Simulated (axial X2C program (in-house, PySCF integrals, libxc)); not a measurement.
PbH⁻: cheaper levels and CCSD(T), two-component

Computed with an axial X2C code built on PySCF integrals. Two-component (2c) means X2C with spin–orbit coupling and atomic mean-field two-electron Coulomb and Gaunt terms. Basis: Pb dyall-acv3z [13s15p11d8f1g], H dyall-av3z [7s3p2d] (cores contracted in-house); Gaussian nuclei, density fitting, unrestricted open shells. Masses: Pb 207.977 u, H 1.008 u.

State: Ω = 0 (closed shell); fragments Pb + H- for PBE0, CCSD, PBE50, CCSD(T); Pb- + H for HF.

```csv
level,Re (Å),ωe (cm⁻¹)
PBE0,1.899,1330.7
HF,1.900,1334.8
CCSD,1.921,1301.5
PBE50,1.879,1384.4
```

Correlated methods: 6 electrons correlated (number of frozen shells: Pb 5 s, 4 p, 3 d, 1 f; H none), 244 virtual spin orbitals or spinors in MP2, 90 natural virtuals in coupled cluster.

CCSD(T), same Hamiltonian and basis:

Re = 1.922 Å, ωe = 1300.9 cm⁻¹; T1 = 0.012 (Lee–Taylor normalisation).

(1) Give the differences from CCSD(T) in the columns below.

One determinant describes the state; a PBE0 search over occupations chose it and may have missed a lower one. The closed shell is kept restricted, so the energy runs too high when the bond is stretched far. De is not given where an atomic determinant may have missed its ground term or J level, or where the truncated virtual space spoils (T). Coupled cluster ran in a truncated set of natural virtual spinors; the MP2 energy of the rest was added. (T) has no such correction and the atoms are truncated less, which lowers De at CCSD(T) by a hundredth of an eV or more. Other states lie close and PBE0, whose exact exchange favours high spin, may order them wrongly; the determinant shown need not be the ground state. The nearest other 2c determinant of the search, Ω = 1, lies 0.07 eV up at the distance of the search. The 2c closed shell (π1/2)² is the Ω = 0⁺ component of the spin-free π² triplet, mixed with the ¹Σ⁺ state; no single spin-free determinant represents it. The highest occupied level of some functionals is positive through self-interaction error; at Hartree–Fock it is bound. With the outer-core shells frozen, correlated bond lengths of heavy atoms tend to come out a few hundredths of an ångström too long.

Results:

(1) 

```json
{"level": "PBE0", "ΔRe (Å)": "-0.023", "Δωe (cm⁻¹)": "30"}
{"level": "HF", "ΔRe (Å)": "-0.022", "Δωe (cm⁻¹)": "34"}
{"level": "CCSD", "ΔRe (Å)": "-0.001", "Δωe (cm⁻¹)": "1"}
{"level": "PBE50", "ΔRe (Å)": "-0.043", "Δωe (cm⁻¹)": "84"}
```
